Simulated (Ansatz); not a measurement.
Reaction (redistribution): `[SiH3][SiH]1C[SiH2]O1` + `N[SiH](F)F` → `C1[SiH2]O[SiH2]1` + `N[Si](F)(F)[SiH3]`

Computed with Ansatz on PBE0-D4/def2-TZVP structures; ΔE is electronic, products minus reactants. CBS: MP2 limit from def2 TZ/QZ plus the TZ coupled-cluster correction, frozen cores. This one scheme is used for every species. One conformer a species, not always the lowest.

```json
{"species": "`[SiH3][SiH]1C[SiH2]O1`", "CCSD(T)/CBS(def2) energy (Eh)": "-985.34951"}
{"species": "`N[SiH](F)F`", "CCSD(T)/CBS(def2) energy (Eh)": "-545.34917"}
{"species": "`C1[SiH2]O[SiH2]1`", "CCSD(T)/CBS(def2) energy (Eh)": "-695.07077"}
{"species": "`N[Si](F)(F)[SiH3]`", "CCSD(T)/CBS(def2) energy (Eh)": "-835.62453"}
```

Problem. Work out ΔE.

Solution. ΔE = (-695.07077) + (-835.62453) − (-985.34951) − (-545.34917) = 0.00338 Eh = +8.9 kJ/mol.

Largest T1 diagnostic among the species: 0.013.

Leaving LDA and LC-ωPBE aside and taking each functional with its dispersion term where it has one, the values, not all of them listed here, spread over 3.4 kJ/mol, from ωB97X-V to PBE-QIDH.
